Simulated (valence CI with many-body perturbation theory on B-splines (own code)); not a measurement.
# Bi44+ in brief

Method: relativistic CI+MBPT: three valence electrons over a frozen Dirac-Fock core [Kr], a basis of 9 s, 9 p, 10 d, 8 f, 5 g, 3 h, 1 i functions for each j, with the one-electron correlation potential Σ1, the two-electron term Σ2, the three-electron term Σ3, Breit, model QED; selected CI, second order for the rest (own B-spline code, finite nucleus).

No measured spectrum was set against this ion. As an estimate, large intervals hold to a few tenths of a per cent, small ones and those within an open d or f shell to about a per cent. Only levels of the ground parity were solved; by the run's estimate the other parity begins above the list, which can be wrong where configurations are misplaced.

Levels are named by their leading jj configuration (3d3/2^4 stands for four electrons in 3d with j = 3/2), which in mixed levels can hold well under half, so a name can repeat and another be missing.

Rates and lifetimes use the calculated energies. Strong lines usually hold to 10 to 20 %, long lifetimes can be off by a factor of two.

(1) What is the ground level?

(2) How well does LS coupling describe the low levels?

(3) What is the ionisation energy?

Results:

(1) (4d3/2^3) J=3/2, composition 44 % 4d3 4F + 40 % 4d3 2D + 11 % 4d3 2P, g = 0.727.

(2) Among the lowest 19 levels the leading LS term, summed over configurations, holds 56 % on average. For single configurations the figures are 56 % in LS and 98 % in jj coupling. Terms mix most in the J = 3/2 level at 32.90 eV, where the leading one holds 38 %.

(3) 2254.7 eV; NIST lists 2253 ± 4 eV (theoretical).
